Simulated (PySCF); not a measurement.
An unknown is described by computed data only.

Formula: C3H12N2Si.

- 1H NMR: chemical shifts (computed TMS as zero) by class: 4.78 (3 H), 2.75 (2 H), 2.63 (3 H), 2.29 (1 H), 1.11 (3 H) ppm [GIAO PBE0/pcSseg-1]
- Triplet: lowest triplet excitation (Tamm–Dancoff): 4.81 eV [TDA PBE0/def2-SVPD]
- UV, first state: lowest singlet excitation: 4.98 eV (249 nm, f = 0.006) [TDDFT PBE0/def2-SVPD]
- Rotational structure: rotational constants A, B, C: 3.780, 1.962, 1.474 GHz [GFN2-xTB]
- 13C NMR: chemical shifts (computed TMS as zero) by class: 47.9 (1 C), 40.2 (1 C), 17.3 (1 C) ppm [GIAO PBE0/pcSseg-1]
- NMR, other nuclei: isotropic shieldings of nuclei other than C and H, by class: 154 (1 N), 213 (1 N), 397 (1 Si) ppm [GIAO PBE0/pcSseg-1]

The electronic properties come from PySCF, for the isolated species, density fitting. Levels stand in brackets. Isolated species at its GFN2-xTB geometry (one conformer only). Each NMR value is the plain mean over a class of atoms that symmetry, rotation or inversion makes alike.

Question: What is the compound? Reason from the data.

Answer: Numbering: `[CH3:1][CH2:2][NH:3][N:4]([CH3:5])[SiH3:6]`. Its formula, C3H12N2Si, gives 0 degrees of unsaturation, so no ring and no π bond. 3 carbons fall into 3 classes; from least to most shielded: sp3 carbon bound to nitrogen [C2] (47.9 ppm), N-methyl carbon [C5] (40.2 ppm), methyl carbon [C1] (17.3 ppm). Hydrogen classes from least to most shielded: 3 H on an SiH3 silicon, Si6 (4.78 ppm), 2 H on an sp3 carbon bound to nitrogen, C2 (2.75 ppm), 3 H on an N-methyl carbon, C5 (2.63 ppm), 1 H on a hydrazine nitrogen, N3 (2.29 ppm), 3 H on a methyl carbon, C1 (1.11 ppm, a mean of values up to 1.3 ppm apart in this geometry). The other shieldings belong to: 154 ppm, hydrazine nitrogen [N3]; 213 ppm, hydrazine nitrogen [N4]; 397 ppm, SiH3 silicon [Si6]. The optimised geometry has point group C1 and is an asymmetric top. Structure: `CCNN(C)[SiH3]`. Computed isomers that give other values at the same levels: `CCN([SiH3])NC` (13C chemical shifts (computed TMS as zero) by class: 55.9 (1 C), 45.0 (1 C), 20.2 (1 C) ppm); `CN(N)[SiH](C)C` (13C chemical shifts (computed TMS as zero) by class: 45.3 (1 C), -1.7 (2 C) ppm); `CCCNN[SiH3]` (13C chemical shifts (computed TMS as zero) by class: 59.6 (1 C), 25.8 (1 C), 14.1 (1 C) ppm). The assignments are read from this structure; whether some other isomer fits the data as well wasn't checked.

Conformer computed: `[CH3:1][CH2:2][NH:3][N:4]([CH3:5])[SiH3:6]`: C1–C2–N3–N4 69°, C2–N3–N4–C5 99°.
